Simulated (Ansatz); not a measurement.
The same atomization along the group C, Si, Ge, Sn.

Gas-phase electronic energies from Ansatz, PBE0-D4/def2-TZVP geometries. CCSD(T)/CBS adds triple-zeta CCSD(T) − MP2 to the extrapolated MP2 energy (def2 sets, frozen cores). This one scheme is used for every species, atoms too. Functionals use def2-TZVPP. B3LYP here is the variant with VWN-RPA as its local correlation; programs differ in this. Open shells (•) are unrestricted, without spin–orbit coupling. Spin–orbit coupling would lower the free atoms: a little for C, O, Si; clearly for Ge, Se; strongly for Sn. Elements past krypton have def2 core potentials. For Ge, Se, Sn outer-core shells are correlated without core-valence functions, so the limit isn't a true one: a few kJ/mol of doubt a bond, and 10 to 20 or more in all where bonds break to atoms. Scalar relativity is left out up to krypton. One conformer a species, not always the lowest.

| reaction | r2SCAN-D4 (kJ/mol) | B3LYP-D4 (kJ/mol) | CCSD(T)/CBS(def2) (kJ/mol) |
| --- | --- | --- | --- |
| `OC[SeH]` → C• + 4 H• + O• + Se• | 2325 | 2314 | 2329 |
| `O[SiH2][SeH]` → Si• + 4 H• + O• + Se• | 2213 | 2199 | 2231 |
| `[OH][GeH2][SeH]` → Ge• + 4 H• + O• + Se• | 2037 | 2012 | 2051 |
| `[OH][SnH2][SeH]` → Sn• + 4 H• + O• + Se• | 1894 | 1878 | 1929 |

Largest T1 diagnostic: 0.012, for `[OH][SnH2][SeH]`.

For atomizations the MP2-based limit and the directly extrapolated one differ by several kJ/mol either way, and by 10 to 25 for some Ge, Se and Sn compounds, so smaller differences from it don't rank the levels.
